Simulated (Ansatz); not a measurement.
Geometry optimisation, RKS PBE-D4/6-31G* (Ansatz).

Input:

```yaml
crystal:
  periodic: [false, false, false]
  atoms:
    - { symbol: Al, position_ang: [-0.3043, 1.649, -0.6352] }
    - { symbol: "N", position_ang: [0.4398, -0.0336, -0.5271] }
    - { symbol: C, position_ang: [0.3105, -0.7587, 0.511] }
    - { symbol: S, position_ang: [-0.7475, -0.1393, 1.86921] }
    - { symbol: H, position_ang: [-0.1911, 2.5479, -2.0] }
    - { symbol: H, position_ang: [-1.1804, 2.294, 0.5863] }
    - { symbol: H, position_ang: [0.68278, -1.76314, 0.56686] }
    - { symbol: H, position_ang: [0.43018, 0.41502, 2.47323] }
basis:
  gaussian: { orbitals: "6-31G*" }
hamiltonian:
  xc: pbe
  dispersion: d4
relax:
  f_tol: 0.015
  max_steps: 40
```

Run as:

```bash
$ ansatz run input.yaml --threads 1 --pin off --max-ram 2048MiB --backend cpu --events-out ev --progress --plain --runs-dir out
```

Problem. Where does it end, and by what steps?

Solution. It converged. After 25 steps the energy has fallen by 1.172 eV; S4 moved furthest, 1.72 Å.

```tsv
step	energy less start (eV)	largest force component (eV/Å)	accepted
0	0.0000	2.028	yes
1	-0.3153	1.341	yes
2	-0.4048	1.506	yes
3	-0.4744	1.194	yes
4	-0.5341	0.690	yes
5	-0.6000	0.887	yes
6	-0.6523	0.717	yes
7	-0.7552	0.358	yes
8	-0.7392	1.145	no
9	-0.8120	0.318	yes
10	-0.8530	0.199	yes
11	-0.8851	0.236	yes
12	-0.9200	0.458	yes
13	-0.9598	0.447	yes
14	-0.9966	0.457	yes
15	-1.0416	0.369	yes
16	-1.0652	0.595	yes
17	-1.1370	0.250	yes
18	-1.1637	0.340	yes
19	-1.1649	0.203	yes
20	-1.1676	0.140	yes
21	-1.1700	0.116	yes
22	-1.1708	0.075	yes
23	-1.1718	0.021	yes
24	-1.1718	0.025	yes
25	-1.1718	0.005	yes
```

```xyz
8
Properties=species:S:1:pos:R:3
Al -0.578 1.831 -0.802
N -0.144 0.347 0.065
C 0.158 -0.712 0.666
S 0.721 -0.871 2.370
H 0.596 2.577 -1.585
H -2.102 2.297 -0.715
H 0.116 -1.720 0.209
H 0.673 0.462 2.637
```

Time of the run: 72 s on 1 thread of Arm Neoverse V2, on a shared host, peak memory 0.14 GiB.
